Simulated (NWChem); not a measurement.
System: CBr2Cl2; SMILES ClC(Cl)(Br)Br

Input file for NWChem:

```
start job
memory heap 200 mb stack 900 mb global 1100 mb
geometry units angstroms
  Cl     0.000000    -1.443613    -1.423309
  C      0.000000     0.000000    -0.411716
  Cl     0.000000     1.443613    -1.423309
  Br     1.584164     0.000000     0.715560
  Br    -1.584164     0.000000     0.715560
end
basis spherical
  * library sto-3g
end
dft
  xc hfexch
  iterations 150
end
driver
  maxiter 120
end
task dft optimize
task dft freq
```

Parts of the log:

```
             Northwest Computational Chemistry Package (NWChem) 7.3.0
             --------------------------------------------------------

 C2V symmetry detected

                             Geometry "geometry" -> ""
                             -------------------------

 Output coordinates in angstroms (scale by  1.889725989 to convert to a.u.)

  No.       Tag          Charge          X              Y              Z
 ---- ---------------- ---------- -------------- -------------- --------------
    1 Cl                  17.0000     0.00000000    -1.44361300    -1.41627625
    2 C                    6.0000     0.00000000     0.00000000    -0.40468325
    3 Cl                  17.0000     0.00000000     1.44361300    -1.41627625
    4 Br                  35.0000     1.58416400     0.00000000     0.72259275
    5 Br                  35.0000    -1.58416400     0.00000000     0.72259275

 Effective nuclear repulsion energy (a.u.)     849.0615963037

      Symmetry information
      --------------------

 Group name             C2v
 Group number             16
 Group order               4
 No. of unique centers     3

                                Z-matrix (autoz)
                                --------

 Units are Angstrom for bonds and degrees for angles

      Type          Name      I     J     K     L     M      Value
      ----------- --------  ----- ----- ----- ----- ----- ----------
    1 Stretch                  1     2                       1.76276
    2 Stretch                  2     3                       1.76276
    3 Stretch                  2     4                       1.94431
    4 Stretch                  2     5                       1.94431
    5 Bend                     1     2     3               109.95930
    6 Bend                     1     2     4               109.43387
    7 Bend                     1     2     5               109.43387
    8 Bend                     3     2     4               109.43387
    9 Bend                     3     2     5               109.43387
   10 Bend                     4     2     5               109.12942

  xc_inp: hfexch multiplicative factor not found.

                           NWChem Geometry Optimization
                           ----------------------------

[...]

      ----------------------
      Optimization converged
      ----------------------

  Step       Energy      Delta E   Gmax     Grms     Xrms     Xmax
  ---- ---------------- -------- -------- -------- -------- --------
@    4   -6035.87174321 -5.9D-08  0.00002  0.00001  0.00034  0.00057
                                     ok       ok       ok       ok

                                Z-matrix (autoz)
                                --------

 Units are Angstrom for bonds and degrees for angles

      Type          Name      I     J     K     L     M      Value     Gradient
      ----------- --------  ----- ----- ----- ----- ----- ---------- ----------
    1 Stretch                  1     2                       1.83662    0.00002
    2 Stretch                  2     3                       1.83662    0.00002
    3 Stretch                  2     4                       1.93057    0.00001
    4 Stretch                  2     5                       1.93057    0.00001
    5 Bend                     1     2     3               107.04994   -0.00001
    6 Bend                     1     2     4               109.38756    0.00001
    7 Bend                     1     2     5               109.38756    0.00001
    8 Bend                     3     2     4               109.38756    0.00001
    9 Bend                     3     2     5               109.38756    0.00001
   10 Bend                     4     2     5               112.10886   -0.00002

                         Geometry "geometry" -> "geometry"
                         ---------------------------------

 Output coordinates in angstroms (scale by  1.889725989 to convert to a.u.)

[...]

 Rotational Constants
 --------------------
 A=   0.043947 cm-1  (  0.063229 K)
 B=   0.029969 cm-1  (  0.043118 K)
 C=   0.026299 cm-1  (  0.037837 K)

 Temperature                      =   298.15K
 frequency scaling parameter      =   1.0000

 Zero-Point correction to Energy  =    6.442 kcal/mol  (  0.010266 au)
 Thermal correction to Energy     =   10.072 kcal/mol  (  0.016050 au)
 Thermal correction to Enthalpy   =   10.664 kcal/mol  (  0.016994 au)

 Total Entropy                    =   81.708 cal/mol-K
   - Translational                =   42.331 cal/mol-K (mol. weight = 241.7707)
   - Rotational                   =   28.832 cal/mol-K (symmetry #  =        2)
   - Vibrational                  =   10.546 cal/mol-K

 Cv (constant volume heat capacity) =   17.505 cal/mol-K
   - Translational                  =    2.979 cal/mol-K
   - Rotational                     =    2.979 cal/mol-K
   - Vibrational                    =   11.546 cal/mol-K

[normal modes left out]

 ----------------------------------------------------------------------------
 Normal Eigenvalue ||           Projected Infra Red Intensities
  Mode   [cm**-1]  || [atomic units] [(debye/angs)**2] [(KM/mol)] [arbitrary]
 ------ ---------- || -------------- ----------------- ---------- -----------
    1       -0.000 ||    0.000147           0.003         0.144       0.052
    2       -0.000 ||    0.000065           0.002         0.064       0.023
    3       -0.000 ||    0.000054           0.001         0.053       0.019
    4        0.000 ||    0.000031           0.001         0.030       0.011
    5        0.000 ||    0.000081           0.002         0.079       0.029
    6        0.000 ||    0.000011           0.000         0.011       0.004
    7      173.188 ||    0.000002           0.000         0.002       0.001
    8      191.332 ||    0.000000           0.000         0.000       0.000
    9      256.008 ||    0.003880           0.090         3.783       1.379
   10      268.422 ||    0.002543           0.059         2.479       0.904
   11      291.397 ||    0.001800           0.042         1.755       0.640
   12      432.430 ||    0.000185           0.004         0.180       0.066
   13      951.247 ||    0.114679           2.646       111.794      40.763
   14      967.995 ||    0.140953           3.252       137.408      50.102
   15      976.469 ||    0.157566           3.635       153.603      56.007
 ----------------------------------------------------------------------------
```

Level: Hartree-Fock/STO-3G. This build's default masses of Se (78.918 u) and Br (79.917 u) are each other's, which moves their modes by up to 0.6 %.
